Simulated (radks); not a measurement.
The nuclear charge of neutral tellurium is varied continuously with 52 electrons held in [Kr] 4d10 5s2 5p4. All-electron calculation, scalar-relativistic Kohn-Sham, LDA (Slater exchange, Perdew-Wang correlation), spin-polarised, spherical densities, point nucleus; open shells are filled with parallel spins first (spin-orbit coupling, left out, can overturn this in heavy ions). Program: a radial shooting solver on a logarithmic mesh with Libxc functionals. By the Hellmann-Feynman theorem dE/dZ = E(electron-nucleus)/Z, the electronic potential at the nucleus. The scalar-relativistic energy here is not variational (the density holds large components alone), so the two differ by a part that grows with Z.

\begin{tabular}{lrrrrr}
Z & E (hartree) & E(electron-nucleus)/Z (hartree) & HOMO & e(HOMO) (eV) & <r> HOMO (bohr) \\ \hline
51.75 & -6709.86332 & -313.816 & 5p & -3.520 & 2.829 \\
52 & -6788.86759 & -315.929 & 5p & -5.503 & 2.697 \\
52.25 & -6868.40525 & -318.042 & 5p & -7.639 & 2.586 \\
52.5 & -6948.47626 & -320.155 & 5p & -9.914 & 2.491 \\
52.75 & -7029.08072 & -322.268 & 5p & -12.319 & 2.407 \\
53 & -7110.21883 & -324.382 & 5p & -14.846 & 2.332 \\
\end{tabular}

The central difference of E at Z = 52 is -317.084 hartree, to compare with the third column; the second derivative is -8.53 hartree.
